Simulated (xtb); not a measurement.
C₃H₉O (SMILES CC[OH+]C), charge +1, singlet, geometry from GFN2-xTB; GFN2-xTB (xtb).

xtb was given this input:
```
$ xtb mol.xyz --gfn 2 --chrg 1 --ohess --json

# file mol.xyz
13

O      0.05586026    -0.68329506     0.10783272
C     -0.01267142     0.78735284     0.04115579
C      1.38355249    -1.24026318    -0.03569941
C     -1.46605047     1.19333821    -0.02607106
H      0.46194579     1.14755225     0.95586541
H      0.54921487     1.13949274    -0.82841198
H      1.30407869    -2.32340103     0.04514691
H      1.83952611    -0.96559385    -0.98766160
H      1.99255470    -0.86591714     0.78630868
H     -1.93476522     0.85317512    -0.94730704
H     -2.01811662     0.80424113     0.82553218
H     -1.53452893     2.27727882    -0.00067742
H     -0.53577495    -1.04303488    -0.58776898
```

Output, abridged:

```
   ID    Z sym.   atoms
    1    8 O      1
    2    6 C      2-4
    3    1 H      5-13

           -------------------------------------------------
          |                Calculation Setup                |
           -------------------------------------------------

           -------------------------------------------------
          |                 G F N 2 - x T B                 |
           -------------------------------------------------

          ...................................................
          :                      SETUP                      :
          :.................................................:
          :  # basis functions                  25          :
          :  # atomic orbitals                  25          :
          :  # shells                           17          :
          :  # electrons                        26          :
          :  max. iterations                   250          :
          :  Hamiltonian                  GFN2-xTB          :
          :  restarted?                      false          :
          :  GBSA solvation                  false          :
          :  PC potential                    false          :
          :  electronic temp.          300.0000000     K    :
          :  accuracy                    1.0000000          :
          :  -> integral cutoff          0.2500000E+02      :
          :  -> integral neglect         0.1000000E-07      :
          :  -> SCF convergence          0.1000000E-05 Eh   :
          :  -> wf. convergence          0.1000000E-03 e    :
          :  Broyden damping             0.4000000          :
          :  net charge                          1          :
          :  unpaired electrons                  0          :
          ...................................................

 iter      E             dE          RMSdq      gap      omega  full diag
   1    -14.7538574 -0.147539E+02  0.386E+00   10.08       0.0  T
   2    -14.7756455 -0.217881E-01  0.257E+00    9.43       1.0  T
   3    -14.7769958 -0.135034E-02  0.743E-01    9.05       1.0  T
   4    -14.7774645 -0.468674E-03  0.162E-01    8.93       1.0  T
   5    -14.7775216 -0.571360E-04  0.687E-02    9.00       1.0  T
   6    -14.7775230 -0.134710E-05  0.106E-02    9.02       2.6  T
   7    -14.7775232 -0.208560E-06  0.379E-03    9.02       7.3  T
   8    -14.7775232 -0.163215E-07  0.897E-04    9.02      30.9  T
   9    -14.7775232 -0.437046E-09  0.342E-04    9.02      81.1  T

   *** convergence criteria satisfied after 9 iterations ***

         :::::::::::::::::::::::::::::::::::::::::::::::::::::
         ::                     SUMMARY                     ::
         :::::::::::::::::::::::::::::::::::::::::::::::::::::
         :: total energy             -14.603308955329 Eh    ::
         :: gradient norm              0.000043910140 Eh/a0 ::
         :: HOMO-LUMO gap              9.018888309761 eV    ::
         ::.................................................::
         :: SCC energy               -14.777520666701 Eh    ::
         :: -> isotropic ES            0.103827399793 Eh    ::
         :: -> anisotropic ES         -0.004228809089 Eh    ::
         :: -> anisotropic XC          0.009197857640 Eh    ::
         :: -> dispersion             -0.004164836296 Eh    ::
         :: repulsion energy           0.174211711371 Eh    ::
         :: add. restraining           0.000000000000 Eh    ::
         :: total charge               1.000000000000 e     ::
         :::::::::::::::::::::::::::::::::::::::::::::::::::::

      -----------------------------------------------------------
     |                   =====================                   |
     |                        A N C O P T                        |
     |                   =====================                   |
     |               Approximate Normal Coordinate               |
     |                Rational Function Optimizer                |
[...]
 * total energy  :   -14.6033090 Eh     change       -0.9043433E-10 Eh
   *** GEOMETRY OPTIMIZATION CONVERGED AFTER 1 ITERATIONS ***
         :: total energy             -14.603308955420 Eh    ::
[...]
  17:  0.00  18:  0.00  19:  0.00  20:  0.00  21:  0.00  22:  0.00  23:  0.00  24:  0.00
  25:  0.00  26:  0.00  27:  0.00  28:  0.00  29:  0.00  30:  0.00  31:  0.00  32:  0.00
  33:  0.00  34:  0.00  35:  0.00  36:  0.00  37:  0.00  38:  0.00  39:  0.00
 output can be read by thermo (or use thermo option).
 writing <g98.out> molden fake output.
 recommended (thermochemical) frequency scaling factor: 1.0
           -------------------------------------------------
          |             Thermodynamic Functions             |
           -------------------------------------------------

c1  symmetry found (for desy threshold:  0.10E+00) used in thermo

          ...................................................
          :                      SETUP                      :
          :.................................................:
          :  # frequencies                          33      :
          :  # imaginary freq.                       0      :
          :  linear?                             false      :
          :  only rotor calc.                    false      :
          :  symmetry                               c1      :
          :  rotational number                       1      :
          :  scaling factor                  1.0000000      :
          :  rotor cutoff                   50.0000000 cm⁻¹ :
          :  imag. cutoff                  -20.0000000 cm⁻¹ :
          :.................................................:

    mode    ω/cm⁻¹     T·S(HO)/kcal·mol⁻¹    T·S(FR)/kcal·mol⁻¹   T·S(vib)
   ------------------------------------------------------------------------
       1     93.14    -1.07126 ( 92.33%)    -0.87170 (  7.67%)    -1.05596
       2    197.67    -0.64241 ( 99.59%)    -0.64907 (  0.41%)    -0.64244
       3    238.10    -0.54174 ( 99.81%)    -0.59399 (  0.19%)    -0.54185
       4    261.31    -0.49284 ( 99.87%)    -0.56646 (  0.13%)    -0.49294
   ------------------------------------------------------------------------

   temp. (K)  partition function   enthalpy   heat capacity  entropy
                                   cal/mol     cal/K/mol   cal/K/mol   J/K/mol
 298.15  VIB   11.9                 1925.159     13.626     11.325
         ROT  0.451E+05              888.752      2.981     24.276
         INT  0.535E+06             2813.911     16.607     35.601
         TR   0.462E+27             1481.254      4.968     38.232
         TOT                        4295.1651    21.5747    73.8328   308.9164

       T/K    H(0)-H(T)+PV         H(T)/Eh          T*S/Eh         G(T)/Eh
   ------------------------------------------------------------------------
    298.15    0.684478E-02    0.123887E+00    0.350803E-01    0.888063E-01
   ------------------------------------------------------------------------

         :::::::::::::::::::::::::::::::::::::::::::::::::::::
         ::                  THERMODYNAMIC                  ::
         :::::::::::::::::::::::::::::::::::::::::::::::::::::
         :: total free energy         -14.514502694471 Eh   ::
         ::.................................................::
         :: total energy              -14.603308955420 Eh   ::
         :: zero point energy           0.117041825174 Eh   ::
         :: G(RRHO) w/o ZPVE           -0.028235564225 Eh   ::
         :: G(RRHO) contrib.            0.088806260949 Eh   ::
         :::::::::::::::::::::::::::::::::::::::::::::::::::::

optimized geometry written to: xtbopt.xyz

           -------------------------------------------------
          | TOTAL ENERGY              -14.603308955420 Eh   |
          | TOTAL ENTHALPY            -14.479422348987 Eh   |
          | TOTAL FREE ENERGY         -14.514502694471 Eh   |
          | GRADIENT NORM               0.000043355313 Eh/α |
          | HOMO-LUMO GAP               9.018882463439 eV   |
           -------------------------------------------------

normal termination of xtb
```
